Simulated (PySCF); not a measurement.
PySCF input file for trichloroethylene (C₂HCl₃), SMILES ClC=C(Cl)Cl, PBE/pcSseg-1. Geometry optimised at PBE0-D3(BJ)/def2-SVP.

```python
import numpy as np
from pyscf import gto, scf, dft
from pyscf.prop.nmr import rks as nmr

mol = gto.M(
    atom='''
    Cl    0.34675492    2.24855043    0.00000000
    C     0.91626668    0.63779055    0.00000000
    C     0.11017392   -0.43199734    0.00000000
    Cl   -1.59787353   -0.33086543    0.00000000
    Cl    0.77120231   -2.02051565    0.00000000
    H     1.99993353    0.51336187    0.00000000
    ''',
    basis='pcSseg-1',
    charge=0,
    spin=0,
    max_memory=1600,
    verbose=3,
)
mf = dft.RKS(mol, xc='pbe')
mf.grids.level = 3
mf.conv_tol = 1e-10
mf.max_cycle = 100
mf.kernel()
n = nmr.NMR(mf)
n.verbose = 2
n.max_cycle_cphf = 60
sigma = n.kernel()
print('atom   isotropic/ppm   span/ppm')
for i, s in enumerate(sigma):
    w = np.linalg.eigvalsh((s + s.T) / 2)
    print(f'{mol.atom_symbol(i):2s}{i + 1:3d} {w.mean():14.3f} {w[2] - w[0]:11.3f}')
```

Log of the run:

```
converged SCF energy = -1456.66553284881
atom   isotropic/ppm   span/ppm
Cl  1        678.091     383.052
C   2         55.053     139.698
C   3         38.534     132.367
Cl  4        598.796     462.161
Cl  5        589.914     538.681
H   6         25.109       8.570
```

The run converged.

Cost: around 19 core-seconds (rough).
